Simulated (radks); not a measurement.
Q: The arsenic ion As4+, [Ar] 3d10 4s1. All-electron calculation, non-relativistic Kohn-Sham, exchange-only B88, spin-polarised, spherical densities, point nucleus. Program: a radial shooting solver on a logarithmic mesh with Libxc functionals. Every spin shell is full or empty, so the densities are truly spherical. Functionals are evaluated on that one density, not self-consistently. Rank these exchange functionals by their error against the exact value of the orbitals, and give that value: LDA, B88, PBEsol, revPBE, RPBE, PW86, AM05, B86b, G96, EV93, TPSS, revTPSS, Tao-Mo.

A: Exact: -80.1703 hartree. From best to worst, with 100 (|E| - |E exact|)/|E exact| (equal figures are ties): TPSS +0.03, RPBE -0.04, revPBE -0.12, B88 +0.16, B86b +0.16, PW86 +0.17, EV93 +0.23, G96 +0.41, Tao-Mo -0.56, revTPSS -0.69, PBEsol -2.53, AM05 -5.18, LDA -5.70.
